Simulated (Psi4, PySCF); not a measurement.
PySCF was given this input:
```python
from pyscf import gto, scf, cc

mol = gto.M(
    atom='''
C     1.231296   -0.256698   -0.096553
C    -0.057991    0.173937    0.499408
N    -1.201007    0.149662   -0.310170
H     1.647232    0.488635   -0.788645
H     1.968133   -0.422047    0.687336
H     1.103384   -1.183652   -0.657212
H    -0.055250    0.947582    1.249310
H    -2.066681    0.263625    0.198966
H    -1.229596   -0.645216   -0.935699
''',
    basis='6-31g*',
    charge=0,
    spin=1,
    verbose=4,
)

mf = scf.UHF(mol)
mf.kernel()

mycc = cc.CCSD(mf, frozen=3)
mycc.kernel()
et = mycc.ccsd_t()
print('E(CCSD(T)) = %.10f' % (mycc.e_tot + et))
```

### Question
Write the same job for Psi4.

### Answer
One answer among several that fit: 
```
memory 2 GB

molecule {
0 2
C     1.23129600   -0.25669769   -0.09655273
C    -0.05799116    0.17393746    0.49940779
N    -1.20100732    0.14966202   -0.31016964
H     1.64723200    0.48863493   -0.78864494
H     1.96813276   -0.42204686    0.68733552
H     1.10338449   -1.18365188   -0.65721155
H    -0.05524989    0.94758192    1.24931036
H    -2.06668125    0.26362547    0.19896649
H    -1.22959588   -0.64521633   -0.93569883
}

set {
  basis 6-31g*
  reference uhf
  freeze_core true
  mp2_type conv
  scf_type pk
  puream true
  d_convergence 1e-8
}

energy('ccsd(t)')
print_variables()
```

Both were run: PySCF gave -134.075617 Eh and Psi4 -134.075617 Eh, 0.000 mEh apart.
